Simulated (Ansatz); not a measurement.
Input for Ansatz (a first-principles code): U-PBE0/def2-TZVPP on CdGe, 2S+1 = 3, a spin state set in the input, which need not be the lowest. Elements past Kr take the def2 small-core potentials; no spin–orbit coupling.

Ansatz 0.2 input:
```yaml
crystal:
  periodic: [false, false, false]
  atoms:
    - {symbol: Cd, position_ang: [0.00000000, 0.00000000, 0.00000000]}
    - {symbol: Ge, position_ang: [0.00000000, 0.00000000, 2.50800000]}
basis:
  gaussian:
    orbitals: def2-TZVPP
hamiltonian:
  xc: {name: PBE0}
magnetization: {spin_polarized: true, initial_magnetization: 2}
relax: {f_tol: 0.002, max_steps: 120}
```

It printed:

```
WARN ansatz: RAYON_NUM_THREADS=1 ignored (pool sized by the plan → 1); use --threads N
Functional definition: PBE0
integrals: 0.03 GiB planned
810 factors; their error is unknown
mean field: 0.47 GiB planned
mean field evaluation 1: about -61073.3759 eV, gradient 1.4e1 eV
mean field evaluation 2: about -61070.9664 eV, gradient 2.4e1 eV
mean field evaluation 4: about -61074.4074 eV, gradient 7.9e-1 eV
mean field evaluation 8: about -61074.7649 eV, gradient 8.8e-2 eV
mean field evaluation 16: about -61074.7651 eV, gradient 9.4e-5 eV
mean field -61074.76506457 eV, -2244.4562181603 hartree, gradient 1.5e-5 eV, S^2 2.019457; 3 other end points of the search recorded, 0 dependent functions left out
the calculation of the forces begins
reference -61074.76508711 eV, -2244.4562189887 hartree; 27, 25 occupied and 77, 79 virtual orbitals, 810 factors
relax step   1: F+E_penalty+E_count = -61074.76506457 eV  Δ(F+E_penalty+E_count) = +0.000e0 eV  max|allowed force component| = 5.969e-1 eV/Å  Δτ_max = 0.0000 Å  (50 SCF iters, accepted)
these checks for a lower state are left out or cut short: starts, cluster_reference, orbital_swaps, neighbouring_geometries, increment
integrals: 0.03 GiB planned
810 factors; their error is unknown
mean field: 0.47 GiB planned
mean field evaluation 32: about -61074.7952 eV, gradient 2.1e-5 eV
mean field -61074.79520122 eV, -2244.4573256618 hartree, gradient 2.1e-5 eV, S^2 2.020183; 0 other end points of the search recorded, 0 dependent functions left out
the calculation of the forces begins
reference -61074.79522393 eV, -2244.4573264965 hartree; 27, 25 occupied and 77, 79 virtual orbitals, 810 factors
relax step   2: F+E_penalty+E_count = -61074.79520122 eV  Δ(F+E_penalty+E_count) = -3.014e-2 eV  max|allowed force component| = 1.230e-1 eV/Å  Δτ_max = 0.0437 Å  (41 SCF iters, accepted)
these checks for a lower state are left out or cut short: starts, cluster_reference, orbital_swaps, neighbouring_geometries, increment
integrals: 0.03 GiB planned
810 factors; their error is unknown
mean field: 0.47 GiB planned
mean field -61074.79687957 eV, -2244.4573873401 hartree, gradient 1.8e-5 eV, S^2 2.020285; 0 other end points of the search recorded, 0 dependent functions left out
the calculation of the forces begins
reference -61074.79690233 eV, -2244.4573881764 hartree; 27, 25 occupied and 77, 79 virtual orbitals, 810 factors
relax step   3: F+E_penalty+E_count = -61074.79687957 eV  Δ(F+E_penalty+E_count) = -1.678e-3 eV  max|allowed force component| = 2.684e-2 eV/Å  Δτ_max = 0.0113 Å  (39 SCF iters, accepted)
these checks for a lower state are left out or cut short: starts, cluster_reference, orbital_swaps, neighbouring_geometries, increment
integrals: 0.03 GiB planned
810 factors; their error is unknown
mean field: 0.47 GiB planned
mean field -61074.79696995 eV, -2244.4573906613 hartree, gradient 2.6e-5 eV, S^2 2.020308; 0 other end points of the search recorded, 0 dependent functions left out
the calculation of the forces begins
reference -61074.79699271 eV, -2244.4573914980 hartree; 27, 25 occupied and 77, 79 virtual orbitals, 810 factors
relax step   4: F+E_penalty+E_count = -61074.79696995 eV  Δ(F+E_penalty+E_count) = -9.037e-5 eV  max|allowed force component| = 2.353e-5 eV/Å  Δτ_max = 0.0034 Å  (42 SCF iters, accepted)
integrals: 0.03 GiB planned
810 factors; their error is unknown
mean field: 0.47 GiB planned
mean field evaluation 64: about -61074.7965 eV, gradient 2.4e-1 eV
mean field -61074.79696995 eV, -2244.4573906613 hartree, gradient 2.5e-5 eV, S^2 2.020308; 4 other end points of the search recorded, 0 dependent functions left out
the calculation of the forces begins
reference -61074.79699271 eV, -2244.4573914980 hartree; 27, 25 occupied and 77, 79 virtual orbitals, 810 factors
Total energy: -61074.79699271 eV, -2244.4573914980 hartree
Atom 0 at     0.000000     0.000000    -0.058369 Å, force    -0.000000    -0.000000    -0.000024 eV/Å
Atom 1 at    -0.000000    -0.000000     2.566369 Å, force     0.000000     0.000000     0.000024 eV/Å
Dipole moment:    -0.000000     0.000000    -0.494761 e Å
```

The run converged.

Cost: very roughly 26 core-seconds.
